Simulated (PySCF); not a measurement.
Zero-point energy (kcal/mol) of eight silicon and germanium compounds: PBE-D3(BJ) beside PBE0-D3(BJ), computed with PySCF for isolated molecules in the bases named; differences from unrounded values. The eight are the first of their class met in an unordered collection, after screening for sound electronic states; none was chosen by its value. Each level has its own optimised geometry.

| molecule | basis | PBE0-D3(BJ) | PBE-D3(BJ) | difference |
|---|---|---|---|---|
| CH₅F₂NOSi, SMILES NC[Si](O)(F)F | def2-SVP | 47.65 | 46.02 | -1.63 |
| FH₇Si₃, SMILES [SiH3][SiH]([SiH3])F | def2-SVP | 38.41 | 37.13 | -1.28 |
| Ge(F)2(OH)(NH2) (F2GeH3NO), SMILES [Ge]([F])([NH2])([OH])[F] | def2-SVP | 27.98 | 27.00 | -0.99 |
| C2H6ClFSi2, SMILES C=C(F)[Si@H]([SiH3])Cl | def2-SVP | 44.15 | 42.58 | -1.57 |
| CH10N2Si3, SMILES N1[SiH2]C[SiH2][Si@@H]1N | def2-SVP | 71.28 | 68.94 | -2.34 |
| C₃H₁₀OSi₂, SMILES C[Si@@H]1C[SiH2]CO1 | def2-SVP | 76.64 | 74.12 | -2.52 |
| H8N2OSi2, SMILES [SiH2](N)N[SiH2]O | def2-SVP | 57.56 | 55.76 | -1.80 |
| Si(F)(OH)(OMe)(NH2) (CH6FNO2Si), SMILES O([Si](F)(N)O)C | def2-SVP | 54.53 | 52.63 | -1.90 |

PBE-D3(BJ) lies below PBE0-D3(BJ) in 8 and above it in 0 of the eight; the mean signed difference is -1.75 and the largest -2.52 kcal/mol.
